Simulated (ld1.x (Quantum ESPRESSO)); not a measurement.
# Pseudopotential generation for phosphorus: ultrasoft, revPBE, scalar-relativistic.

The input file (ld1.x (Quantum ESPRESSO) 7.5):

```
&input
   title='P', zed=15., rel=1, dft='REVPBE', iswitch=3,
   config='[Ne] 3s2 3p2.5 3d-2',
   nld=3, rlderiv=1.70, eminld=-3.0, emaxld=5.0, deld=0.02
 /
 &inputp
   pseudotype=3, tm=.true., lloc=-2, rcloc=1.00,
   nlcc=.false.,
   which_augfun='PSQ', rmatch_augfun_nc=.true.,
   file_pseudopw='P.UPF', file_wfcaegen='ae.wfc', file_wfcncgen='nc.wfc', file_beta='beta', file_chi='chi', file_wfcusgen='us.wfc'
 /
5
3S  1  0   2.00   0.00  0.95  1.25  0.0
3S  1  0   0.00   0.05  0.95  1.25  0.0
3P  2  1   2.50   0.00  1.20  1.35  0.0
3P  2  1   0.00   1.75  1.20  1.35  0.0
3D  3  2  -2.00   0.30  1.45  1.55  0.0
 &test
   configts(1)='3s2 3p2.5'
 /
```

Command:

```bash
ld1.x < P.in > P.out
```

The program printed (shortened: banner, matrices, multipoles, cross overlaps and the repeated all-electron block are left out):

```
[... start of the log left out ...]
       Zero norm: self consistency problem; state:  2 (l=  1, j=0.0)
       Zero norm: self consistency problem; state:  1 (l=  0, j=0.0)
       Zero norm: self consistency problem; state:  2 (l=  1, j=0.0)
       Zero norm: self consistency problem; state:  1 (l=  0, j=0.0)
       Zero norm: self consistency problem; state:  2 (l=  1, j=0.0)
       Zero norm: self consistency problem; state:  1 (l=  0, j=0.0)
       Zero norm: self consistency problem; state:  2 (l=  1, j=0.0)
       Zero norm: self consistency problem; state:  1 (l=  0, j=0.0)
       Zero norm: self consistency problem; state:  2 (l=  1, j=0.0)
       Zero norm: self consistency problem; state:  1 (l=  0, j=0.0)
       Zero norm: self consistency problem; state:  2 (l=  1, j=0.0)
       Zero norm: self consistency problem; state:  1 (l=  0, j=0.0)
       Zero norm: self consistency problem; state:  2 (l=  1, j=0.0)
       Zero norm: self consistency problem; state:  1 (l=  0, j=0.0)
       Zero norm: self consistency problem; state:  2 (l=  1, j=0.0)
       Zero norm: self consistency problem; state:  1 (l=  0, j=0.0)
       Zero norm: self consistency problem; state:  2 (l=  1, j=0.0)
       Zero norm: self consistency problem; state:  1 (l=  0, j=0.0)
       Zero norm: self consistency problem; state:  2 (l=  1, j=0.0)
       Zero norm: self consistency problem; state:  1 (l=  0, j=0.0)
       Zero norm: self consistency problem; state:  2 (l=  1, j=0.0)
       Zero norm: self consistency problem; state:  1 (l=  0, j=0.0)
       Zero norm: self consistency problem; state:  2 (l=  1, j=0.0)
       Zero norm: self consistency problem; state:  1 (l=  0, j=0.0)
       Zero norm: self consistency problem; state:  2 (l=  1, j=0.0)
       Zero norm: self consistency problem; state:  1 (l=  0, j=0.0)
       Zero norm: self consistency problem; state:  2 (l=  1, j=0.0)
       Zero norm: self consistency problem; state:  1 (l=  0, j=0.0)
       Zero norm: self consistency problem; state:  2 (l=  1, j=0.0)

 %%%%%%%%%%%%%%%%%%%%%%%%%%%%%%%%%%%%%%%%%%%%%%%%%%%%%%%%%%%%%%%%%%%%%%%%%%%%%%
     Error in routine run_pseudo (1):
     Errors in PS-KS equation
 %%%%%%%%%%%%%%%%%%%%%%%%%%%%%%%%%%%%%%%%%%%%%%%%%%%%%%%%%%%%%%%%%%%%%%%%%%%%%%

     stopping ...
```

The run stopped because the pseudo-atom solver did not find the valence states with the expected number of nodes, which is the usual sign of a ghost state.

The run took about 0.5 s on one core of a shared server CPU.
